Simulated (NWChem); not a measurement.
Molecule: BSiH3F2; SMILES FB(F)[SiH3]

```xyz
7

B     -0.0043     0.5901     0.0046
F     -1.1117     1.3061    -0.0003
F      1.1290     1.2664    -0.0003
Si    -0.0106    -1.4453     0.0008
H      0.8969    -1.9555     1.0737
H      0.5047    -1.9310    -1.3173
H     -1.3871    -1.9821     0.2147
```
Atoms are numbered in this order, from 1.

Geometry: optimised at PBE0/def2-SVP.

Question: List the 6 lowest vertical singlet excitations from LRC-wPBEh/6-31+G* (spherical d), full TDDFT (NWChem).

Answer: 
| state | energy (eV) | oscillator strength | leading excitation (squared amplitude) |
|---|---|---|---|
| S1 | 6.75 | 0.041 | HOMO → LUMO (0.95) |
| S2 | 7.98 | 0.014 | HOMO−1 → LUMO (0.94) |
| S3 | 8.27 | 0.021 | HOMO → LUMO+1 (0.65) |
| S4 | 8.32 | 0.123 | HOMO−2 → LUMO (0.59) |
| S5 | 8.80 | 0.017 | HOMO → LUMO+3 (0.54) |
| S6 | 9.18 | 0.151 | HOMO−1 → LUMO+1 (0.81) |
